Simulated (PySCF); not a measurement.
CH$_{10}$N$_{2}$Si$_{2}$, singlet, geometry from GFN2-xTB. Base run: PBE/6-31G, polarisability run with PySCF.

PySCF was given this input:
```python
from pyscf import gto, scf, dft
from pyscf.prop import polarizability

mol = gto.M(
    atom='''
Si    1.601033   -0.473586   -0.128580
N     2.931324    0.611421    0.065932
C     0.033334    0.578311    0.018151
Si   -1.586656   -0.415638    0.001002
N    -3.036296    0.503546    0.211740
H     1.743942   -1.431066    0.969172
H     1.578496   -1.201054   -1.410691
H     3.863044    0.229931    0.082508
H     2.932054    1.477600   -0.448718
H     0.014931    1.307238   -0.794132
H     0.092126    1.159171    0.939485
H    -1.596048   -1.367874    1.112404
H    -1.759034   -1.062406   -1.301487
H    -3.324773    1.130993   -0.521295
H    -3.211212    0.931974    1.106234
''',
    basis='6-31g',
    charge=0,
    spin=0,
    verbose=4,
)

mf = dft.RKS(mol)
mf.xc = 'pbe'
mf.kernel()
alpha = mf.Polarizability().polarizability()[2, 2]
print('alpha_zz =', alpha)
```

The base run was repeated with changes; each row names its change, and settings that it needs were set with it.

| change | alpha_zz (bohr³) | basis functions | core-seconds (rough) |
|---|---|---|---|
| base | 58.31 | 73 | 20 |
| functional = pbe0 | 57.34 | 73 | 20 |
| functional = camb3lyp | 56.89 | 73 | 80 |
| basis = 6-31+G* | 69.91 | 118 | 50 |
| finite field (a.u.) = 0.005; conv_tol = 1e-11 | 58.31 | 73 | 20 |
| finite field (a.u.) = 0.02; conv_tol = 1e-11 | 58.35 | 73 | 20 |
| basis = 6-31G* | 58.07 | 98 | 30 |
| finite field (a.u.) = 0.05; conv_tol = 1e-11 | 58.59 | 73 | 30 |
| finite field (a.u.) = 0.001; conv_tol = 1e-6 | 58.31 | 73 | 20 |
| finite field (a.u.) = 2e-4; conv_tol = 1e-11 | 58.31 | 73 | 30 |
| basis = STO-3G | 29.40 | 43 | 10 |
| functional = lda,vwn | 59.02 | 73 | 10 |

Finite-field rows take the second difference of the energy in a field along z; a small field with loose convergence shows SCF noise divided by the square of the field, and a large one adds hyperpolarisability.
